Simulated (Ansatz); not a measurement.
`[BH2][AlH][OH]` + `O[SiH2]F` → `BO[SiH2]F` + `[OH][AlH2]`  (cleavage of the B–Al bond)

Computed with Ansatz on PBE0-D4/def2-TZVP structures; ΔE is electronic, products minus reactants. CCSD(T)/CBS adds triple-zeta CCSD(T) − MP2 to the extrapolated MP2 energy (def2 sets, frozen cores). This one scheme is used for every species. Functionals use def2-TZVPP. B3LYP here is the variant with VWN-RPA as its local correlation; programs differ in this. Each species was taken in one conformer, which may not be the lowest.

CCSD(T)/CBS gives -163.8 kJ/mol.

Another level gave -168.2 kJ/mol. Which?
A. CAM-B3LYP-D4/def2-TZVPP
B. revPBE-D4/def2-TZVPP
C. B3LYP/def2-TZVPP
D. RPA@PBE/def2-TZVPP

C. B3LYP -168.2, CAM-B3LYP-D4 -173.6, RPA@PBE/def2-TZVPP -164.2, revPBE-D4 -156.9 kJ/mol.

What do rigid-rotor, harmonic-oscillator terms from PBE0-D4/def2-TZVP frequencies (298.15 K, 1 bar) make of the CCSD(T)/CBS value? (An estimate is asked.)

The calculation gave: ΔZPE = -2.5 kJ/mol, ΔH = -167.2 kJ/mol, ΔS = -7 J/(mol·K), ΔG = -164.9 kJ/mol.

Largest T1 diagnostic among the species: 0.013.

Leaving LDA and LC-ωPBE aside and taking each functional with its dispersion term where it has one, the values, not all of them listed here, spread over 20.1 kJ/mol, from B97M-V to revPBE-D4. LDA lies −10.7 kJ/mol from PBE without D4. From BLYP to BHLYP (50 % exact exchange), in def2-TZVPP and without D4, ΔE moves by −5.2 kJ/mol. At CCSD(T), def2-SVP lies −18.7 kJ/mol from the extrapolated value and def2-TZVPP −1.2 kJ/mol.
